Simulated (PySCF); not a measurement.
C₅H₆O₂, SMILES C[C@H]1OC=CC1=O. The structure is a stationary point at B3LYP-D3(BJ)/def2-SVP. The structure was generated by enumeration; whether it is a known compound was not checked. One conformer was computed; it need not be the lowest.

Level of theory: B3LYP-D3(BJ)/def2-SVP in PySCF.

Harmonic wavenumbers (cm⁻¹): 118, 231, 242, 325, 479, 512, 636, 712, 793, 821, 825, 880, 976, 1036, 1063, 1084, 1121, 1156, 1235, 1294, 1322, 1387, 1396, 1458, 1468, 1627, 1832, 3043, 3065, 3135, 3143, 3218, 3267. Rotational constants (GHz): 3.684, 3.386, 1.919; symmetry number 1.

**Question.** Work out the zero-point energy and the ideal-gas rigid-rotor harmonic-oscillator thermochemistry at 298.15 K and 1 atm.

**Answer.** ZPE = ½ Σ hcν = ½ × 44900 cm⁻¹ = 268.56 kJ/mol. H − E(el) = 287.21 kJ/mol. Entropy in J/(mol K): translation 165.94, rotation 112.96, vibration 47.85, total 326.75. G − E(el) = 189.79 kJ/mol. Cp = 102.75 J/(mol K). Modes under 150 cm⁻¹ make the vibrational entropy uncertain.
